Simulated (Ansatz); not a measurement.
C6H18FN3Zr (`C[N](C)[Zr]([F])([N](C)C)[N](C)C`). Charge 0, multiplicity 1. Zr takes the def2 core potential. The structure was optimised at the PBE0-D4/def2-TZVP level. It is one conformer, not always the lowest.

```xyz
29

C    -0.657    1.350    2.612
N    -0.430    1.409    1.187
C    -0.977    2.593    0.581
Zr    0.673   -0.128    0.441
F     2.283   -0.436    1.499
N    -0.527   -1.770    0.408
C    -1.924   -1.954    0.699
C     0.152   -3.008    0.106
N     1.122    0.331   -1.489
C     2.141    1.341   -1.648
C     0.668   -0.208   -2.742
H    -1.730    1.325    2.855
H    -0.216    2.208    3.138
H    -0.211    0.445    3.046
H    -2.068    2.649    0.713
H    -0.553    3.510    1.019
H    -0.770    2.603   -0.491
H    -2.393   -0.997    0.935
H    -2.461   -2.389   -0.157
H    -2.078   -2.629    1.554
H     1.219   -2.836   -0.091
H    -0.264   -3.495   -0.788
H     0.092   -3.727    0.936
H     3.030    0.955   -2.168
H     1.774    2.209   -2.215
H     2.481    1.718   -0.673
H     1.492   -0.662   -3.315
H     0.223    0.570   -3.380
H    -0.090   -0.976   -2.575
```

(1) What is the dipole moment at ωB97M-V/def2-TZVPP? (Estimate.)

(2) And with PBE, r2SCAN, B3LYP? (Estimate.)

(3) Give the Mulliken charges with ωB97M-V, PBE, r2SCAN in def2-TZVPP. (Best estimate.)

## Answers

(1) Ansatz gave: 1.97 D, with components (-1.62, 0.31, -1.07) D in this frame, pointing from negative to positive charge.

(2) Ansatz gave: PBE 2.03 D, r2SCAN 2.06 D, B3LYP 2.07 D.

(3) The calculation gave: 
| atom | ωB97M-V | PBE | r2SCAN |
| --- | --- | --- | --- |
| C1 | -0.23 | -0.16 | -0.03 |
| N2 | -0.39 | -0.32 | -0.40 |
| C3 | -0.24 | -0.18 | -0.04 |
| Zr4 | 1.00 | 0.89 | 1.06 |
| F5 | -0.40 | -0.37 | -0.42 |
| N6 | -0.39 | -0.32 | -0.40 |
| C7 | -0.24 | -0.18 | -0.04 |
| C8 | -0.23 | -0.16 | -0.03 |
| N9 | -0.39 | -0.32 | -0.40 |
| C10 | -0.23 | -0.16 | -0.03 |
| C11 | -0.24 | -0.18 | -0.04 |
| H12 | 0.11 | 0.08 | 0.04 |
| H13 | 0.12 | 0.08 | 0.05 |
| H14 | 0.11 | 0.09 | 0.05 |
| H15 | 0.11 | 0.08 | 0.04 |
| H16 | 0.11 | 0.08 | 0.04 |
| H17 | 0.10 | 0.08 | 0.04 |
| H18 | 0.10 | 0.08 | 0.04 |
| H19 | 0.11 | 0.08 | 0.04 |
| H20 | 0.11 | 0.08 | 0.04 |
| H21 | 0.11 | 0.09 | 0.04 |
| H22 | 0.11 | 0.08 | 0.04 |
| H23 | 0.12 | 0.08 | 0.05 |
| H24 | 0.12 | 0.08 | 0.05 |
| H25 | 0.11 | 0.08 | 0.04 |
| H26 | 0.11 | 0.09 | 0.04 |
| H27 | 0.11 | 0.08 | 0.04 |
| H28 | 0.11 | 0.08 | 0.04 |
| H29 | 0.10 | 0.08 | 0.04 |

B3LYP here is the variant with VWN-RPA as its local correlation; programs differ in this.
